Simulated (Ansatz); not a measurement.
Relaxation of AlH5O3 (9 atoms, charge 0, multiplicity 1), to a largest force component of 0.03 eV/Å in at most 50 steps.

Theory: RKS PBE0-D4/def2-SVP in Ansatz.

```xyz
9
Properties=species:S:1:pos:R:3
Al -0.325 -0.274 0.747
O 0.964 1.262 -1.693
O 0.706 -1.212 1.715
O -1.532 -1.024 -0.181
H 0.501 1.700 -0.963
H -0.324 1.267 0.722
H 0.269 1.137 -2.350
H 1.430 -0.889 2.251
H -1.688 -1.967 -0.248
```

Where does it end, and by what steps?

It converged. After 15 steps the energy has fallen by 0.892 eV; H7 moved furthest, 1.13 Å. Joined: Al1–O2.

```
step  energy less start (eV)  largest force component (eV/Å)  accepted
   0                  0.0000                           0.598       yes
   1                 -0.0609                           1.556       yes
   2                 -0.2000                           1.513       yes
   3                 -0.4422                           1.275       yes
   4                 -0.6641                           0.799       yes
   5                 -0.7546                           0.657       yes
   6                 -0.8089                           0.442       yes
   7                 -0.8452                           0.598       yes
   8                 -0.8687                           0.381       yes
   9                 -0.8677                           0.862        no
  10                 -0.8838                           0.175       yes
  11                 -0.8890                           0.137       yes
  12                 -0.8910                           0.142       yes
  13                 -0.8898                           0.174        no
  14                 -0.8901                           0.331        no
  15                 -0.8919                           0.015       yes
```

```xyz
9
Properties=species:S:1:pos:R:3
Al -0.153 0.041 0.537
O 0.678 0.796 -1.116
O 0.930 -1.046 1.302
O -1.211 -0.719 -0.633
H 0.482 1.729 -1.274
H -0.619 1.371 1.277
H 0.048 0.267 -1.657
H 1.422 -0.838 2.097
H -1.578 -1.598 -0.533
```

Whether the end is a true minimum wasn't checked by a vibrational analysis.

Run time: 20 s on 2 threads of Arm Neoverse V2, on a shared host, peak memory 0.16 GiB.
